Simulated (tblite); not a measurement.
Species: C5H10F2O2.
Atom-mapped SMILES: `[CH3:1][O:2][C@@H:3]([CH3:4])[CH2:5][O:6][CH:7]([F:8])[F:9]` (hydrogens: H10, H11, H12 on C1; H13 on C3; H14, H15, H16 on C4; H17, H18 on C5; H19 on C7)

Computed with GFN2-xTB (tblite), gas phase: L-BFGS steps from a force-field or distance-geometry start until the largest atomic force falls under 0.01 eV/Å.

At the end of the run (lengths in Å): O6–C7 1.326, O2–C3 1.407, C7–H19 1.100, C7–F9 1.363, C4–H15 1.086, C5–O6 1.436, C1–H10 1.088, C5–O6–C7 115.4°, O6–C7–F9 113.1°, O6–C7–F8 113.0°, F8–C7–F9 104.0°, C1–O2–C3–C4 170°, O2–C3–C5–O6 -61°, C3–C5–O6–C7 176°, H13–C3–C4–H14 -178°.

**Question.** These geometries were met on the way; a selection of coordinates is given. Order them by energy above the end point, lowest first.
A. O6–C7 1.328, O2–C3 1.405, C7–H19 1.099, C7–F9 1.364, C4–H15 1.086, C5–O6 1.437, C1–H10 1.088, C5–O6–C7 113.8°, O6–C7–F9 112.7°, O6–C7–F8 112.6°, F8–C7–F9 103.9°, C1–O2–C3–C4 169°, O2–C3–C5–O6 -61°, C3–C5–O6–C7 177°, H13–C3–C4–H14 179°
B. O6–C7 1.419, O2–C3 1.453, C7–H19 1.086, C7–F9 1.351, C4–H15 1.097, C5–O6 1.430, C1–H10 1.098, C5–O6–C7 111.4°, O6–C7–F9 109.1°, O6–C7–F8 109.1°, F8–C7–F9 107.0°, C1–O2–C3–C4 169°, O2–C3–C5–O6 -60°, C3–C5–O6–C7 178°, H13–C3–C4–H14 175°
C. O6–C7 1.328, O2–C3 1.408, C7–H19 1.093, C7–F9 1.364, C4–H15 1.087, C5–O6 1.439, C1–H10 1.090, C5–O6–C7 112.9°, O6–C7–F9 112.9°, O6–C7–F8 112.7°, F8–C7–F9 103.8°, C1–O2–C3–C4 169°, O2–C3–C5–O6 -62°, C3–C5–O6–C7 177°, H13–C3–C4–H14 178°
D. O6–C7 1.324, O2–C3 1.408, C7–H19 1.103, C7–F9 1.366, C4–H15 1.087, C5–O6 1.446, C1–H10 1.090, C5–O6–C7 113.0°, O6–C7–F9 111.9°, O6–C7–F8 111.9°, F8–C7–F9 104.6°, C1–O2–C3–C4 169°, O2–C3–C5–O6 -61°, C3–C5–O6–C7 178°, H13–C3–C4–H14 177°
E. O6–C7 1.351, O2–C3 1.423, C7–H19 1.113, C7–F9 1.358, C4–H15 1.087, C5–O6 1.444, C1–H10 1.089, C5–O6–C7 112.2°, O6–C7–F9 111.1°, O6–C7–F8 111.1°, F8–C7–F9 106.0°, C1–O2–C3–C4 169°, O2–C3–C5–O6 -61°, C3–C5–O6–C7 178°, H13–C3–C4–H14 176°

**Answer.** A (0.012 eV), C (0.022 eV), D (0.039 eV), E (0.066 eV), B (0.215 eV).

| step | E above end (eV) | rms distance from the end, all atoms (Å) | largest force (eV/Å) | rms shift of all bonds from the end (Å) |
| --- | --- | --- | --- | --- |
| 10 | 0.012 | 0.060 | 0.085 | 0.001 |
| 4 | 0.022 | 0.069 | 0.268 | 0.002 |
| 3 | 0.039 | 0.073 | 0.267 | 0.004 |
| 1 | 0.066 | 0.076 | 0.729 | 0.008 |
| 0 | 0.215 | 0.079 | 2.662 | 0.025 |

Rows stand in the order of the answer.
